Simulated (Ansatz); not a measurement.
Correlation energies of C₂H₅ClOSi, SMILES `ClC1C[SiH2]O1` by basis set

```xyz
10

Cl   -1.854    0.509   -1.624
C    -0.963   -0.350   -0.323
C     0.551   -0.435   -0.601
Si    0.648    0.608    0.952
O    -1.018    0.377    0.885
H    -1.475   -1.306   -0.216
H     0.933   -1.453   -0.534
H     0.849    0.009   -1.547
H     1.261    0.012    2.164
H     1.068    2.027    0.843
```

Total charge 0; spin multiplicity 1. The structure was optimised at the PBE0-D4/def2-TZVP level. Frozen core, restricted reference, Ansatz 0.2.0. CBS rows extrapolate triple and quadruple zeta; past MP2 they add the triple-zeta difference.

| basis | HF (Eh) | MP2 corr. |
| --- | --- | --- |
| def2-SVP | -901.59146 | -0.68612 |
| def2-TZVPP | -902.04177 | -0.87781 |
| def2-QZVPP | -902.07082 | -0.94681 |

Task: Estimate the CCSD correlation energy and the (T) correction in each basis where they were run (hartree).

Result: 
```json
{"basis": "def2-SVP", "CCSD corr.": "-0.73470", "(T)": "-0.02130"}
{"basis": "def2-TZVPP", "CCSD corr.": "-0.92186", "(T)": "-0.03916"}
{"basis": "CBS(def2)", "CCSD corr.": "-1.04199", "(T)": "as TZ"}
```
